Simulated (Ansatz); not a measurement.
CH$_{4}$BFTeZn (`[CH3][Zn][Te]BF`), one more setting.

```yaml
crystal:
  periodic: [false, false, false]
  atoms:
    - {symbol: C, position_ang: [-0.756441, -1.374216, -1.574640]}
    - {symbol: Zn, position_ang: [0.405263, -0.745765, -0.150808]}
    - {symbol: Te, position_ang: [1.910300, 0.055583, 1.686251]}
    - {symbol: B, position_ang: [0.724968, 1.835694, 1.857387]}
    - {symbol: F, position_ang: [-0.331288, 2.041169, 1.077623]}
    - {symbol: H, position_ang: [-0.370924, -2.301066, -2.004328]}
    - {symbol: H, position_ang: [-1.760745, -1.560920, -1.189082]}
    - {symbol: H, position_ang: [-0.822000, -0.624783, -2.365991]}
    - {symbol: H, position_ang: [1.000866, 2.674313, 2.663579]}
basis:
  gaussian: {orbitals: def2-SVPD}
hamiltonian: {xc: {name: B97}, pseudopotentials: {relativity: scalar}}
output: {forces: true}
```

```sh
$ ansatz run in.yaml --threads 4 --pin off --events-out ev --progress --plain --max-ram 10444MiB
```

Shortened log:

```
Functional definition: B97
  name "B97"
  cite "Becke, J. Chem. Phys. 107, 8554 (1997) doi:10.1063/1.475007"
  parameter cx = 0.1943
  parameter cx0 = 0.8094
  parameter cx1 = 0.5073
  parameter cx2 = 0.7481
  parameter css0 = 0.1737
  parameter css1 = 2.3487
  parameter css2 = -2.4868
  parameter cos0 = 0.9454
  parameter cos1 = 0.7471
  parameter cos2 = -4.5961
  exchange = spin_sum(e_x_unif_s*poly(b97_u_x, cx0, cx1, cx2)) + cx*exact_x
  correlation = spin_sum(e_c_pw_same_spin*poly(b97_u_same, css0, css1, css2))
      + integral(e_c_pw_opposite_spin*poly(b97_u_opposite, cos0, cos1, cos2))
1697 factors; integrals over basis functions are off by at most 1.2e-3 eV
mean field evaluation 1: about -60550.5586 eV, gradient 6.4e1 eV
mean field evaluation 2: about -60538.0716 eV, gradient 9.6e1 eV
mean field evaluation 4: about -60559.0538 eV, gradient 5.3e0 eV
mean field evaluation 8: about -60559.2095 eV, gradient 5.0e-1 eV
mean field evaluation 16: about -60559.2101 eV, gradient 6.5e-5 eV
mean field -60559.21009761 eV, -2225.5099225801 hartree, gradient 6.8e-5 eV, S^2 0.000000; 0 other end points of the search recorded, 0 dependent functions left out
the calculation of the forces begins
reference -60559.21014565 eV, -2225.5099243456 hartree; 39, 39 occupied and 125, 125 virtual orbitals, 1697 factors
Total energy: -60559.21014565 eV, -2225.5099243456 hartree
Relativity: scalar
Atom 0 at    -0.756441    -1.374216    -1.574640 Å, force     0.247309     0.127670     0.305043 eV/Å
Atom 1 at     0.405263    -0.745765    -0.150808 Å, force    -0.092266    -0.020082    -0.095665 eV/Å
Atom 2 at     1.910300     0.055583     1.686251 Å, force     0.270656    -0.180076     0.114241 eV/Å
Atom 3 at     0.724968     1.835694     1.857387 Å, force     0.252324     0.005838     0.223387 eV/Å
Atom 4 at    -0.331288     2.041169     1.077623 Å, force    -0.447968     0.064240    -0.345324 eV/Å
Atom 5 at    -0.370924    -2.301066    -2.004328 Å, force     0.086417    -0.283518    -0.158303 eV/Å
Atom 6 at    -1.760745    -1.560920    -1.189082 Å, force    -0.320538    -0.071452     0.080301 eV/Å
Atom 7 at    -0.822000    -0.624783    -2.365991 Å, force    -0.043577     0.205156    -0.266690 eV/Å
Atom 8 at     1.000866     2.674313     2.663579 Å, force     0.047643     0.152225     0.143010 eV/Å
Dipole moment:    -0.037971    -0.205694    -0.170607 e Å
```

Run time 8 s (4 threads of an Arm Neoverse V2 on a shared host); peak host memory 0.58 GiB.
